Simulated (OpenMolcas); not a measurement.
4d5 along the 41-electron sequence

```
Program             : OpenMolcas
Method              : CASSCF
Basis               : ANO-RCC-VQZP
Scalar Hamiltonian  : DKH2, point nucleus
Spin-orbit coupling : RASSI with atomic mean-field integrals over the reference wave functions, term energies averaged over their components
```

Active space for each ion: 5 electrons in 5 orbitals (4d).

Computed levels in cm-1 above 6S 5/2:

| Level | Ru3+ | Rh4+ | Pd5+ | Ag6+ |
| --- | --- | --- | --- | --- |
| 4G 5/2 | 27511 | 30305 | 32958 | 35221 |
| 4G 7/2 | 27708 | 30610 | 33410 | 35900 |
| 4G 11/2 | 27762 | 30693 | 33533 | 36081 |
| 4G 9/2 | 27825 | 30789 | 33671 | 36280 |
| 4P 5/2 | 31090 | 34031 | 36784 | 39068 |
| 4P 3/2 | 31526 | 34638 | 37585 | 40097 |
| 4P 1/2 | 32105 | 35446 | 38658 | 41492 |
| 4D 7/2 | 34046 | 37573 | 40980 | 44037 |
| 4D 1/2 | 34688 | 38518 | 42294 | 45824 |
| weight of 6S in the lowest level (%) | 99 | 99 | 99 | 98 |

Mixed levels, with the weight of the term that names them: Ru3+ 4P 5/2 (69 %), Ru3+ 4P 3/2 (73 %), Rh4+ 4P 5/2 (64 %), Rh4+ 4P 3/2 (69 %), Pd5+ 4P 5/2 (60 %), Pd5+ 4P 3/2 (65 %), Ag6+ 4P 5/2 (56 %), Ag6+ 4P 3/2 (62 %).

Measured, with the error of the calculation in %. Measured levels: Ag6+ from the list in Gamrath, thesis, University of Mons (2023).

```tsv
Level	Ag6+
4G 5/2	29390 (+19.8)
4G 7/2	30378 (+18.2)
4G 11/2	30662 (+17.7)
4G 9/2	30907 (+17.4)
4P 3/2	32994 (+21.5)
4P 1/2	34605 (+19.9)
4D 7/2	36485 (+20.7)
4D 1/2	38685 (+18.5)
```

4G 5/2 changes by a factor of 1.28 over the same range, with steps per unit of Z of +2790, +2650, +2260 cm-1.

Without dynamic correlation excited terms often stand tens of per cent too high (terms of higher spin than the ground term too low), and those without a measured partner can miss by more than the paired ones. Measured partners are found by configuration, term and J. A level has none where our copy of the source lacks it or the pairing is in doubt (some pairs that miss far off the trend of their configuration count as doubtful), and it then counts in no deviation. Only configurations of the active space appear.
